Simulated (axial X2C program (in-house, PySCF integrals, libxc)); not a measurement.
Potential curves of NaTe, scalar-relativistic

Calculated with an axial X2C code built on PySCF integrals. Spin-free means the one-electron spin-free X2C Hamiltonian. Basis: Te dyall-cv3z [11s12p8d4f1g], Na dyall-cv3z [9s8p5d2f] (cores contracted in-house); Gaussian nuclei, density fitting, unrestricted open shells. Masses: Te 129.906 u, Na 22.990 u.

State: M_S = 1/2, Λ = 1 (beyond evenly filled blocks: π+α, π+β, π-α). Energies in eV from the fragments at the same level (Te + Na). Fits are polynomials in 1 − R0/R over 0.85 to 1.23 times the lowest point R0.

| R (Å) | MP2 |
| --- | --- |
| 2.4430 | -1.5410 |
| 2.5553 | -1.8015 |
| 2.6395 | -1.9199 |
| 2.7238 | -1.9879 |
| 2.8080 | -2.0163 |
| 2.9063 | -2.0109 |
| 3.0046 | -1.9743 |
| 3.1309 | -1.8946 |
| 3.2854 | -1.7641 |
| 3.5100 | -1.5393 |

Correlated methods: 7 electrons correlated (number of frozen shells: Te 4 s, 3 p, 2 d; Na 2 s, 1 p), 269 virtual spin orbitals or spinors in MP2.

One determinant describes the state; a PBE0 search over occupations chose it and may have missed a lower one. Dissociation energies refer to the lowest single-determinant-based atoms at the same level and basis. With the outer-core shells frozen, correlated bond lengths of heavy atoms tend to come out a few hundredths of an ångström too long. Spin-free De lacks the spin–orbit lowering of the heavy p-block atom, a tenth of an eV or more for 4p and 5p, up to an eV for 6p and one to two eV for 7p atoms, less what an open-shell molecule gains itself. MP2 and coupled cluster on one determinant become unreliable at the stretched end.

Q: What are Re, ωe and De at the MP2 level?

A: At MP2, spin-free: Re = 2.842 Å, ωe ≈ 233 cm⁻¹, De = 2.02 eV to Te + Na; Be follows as 0.107 cm⁻¹.
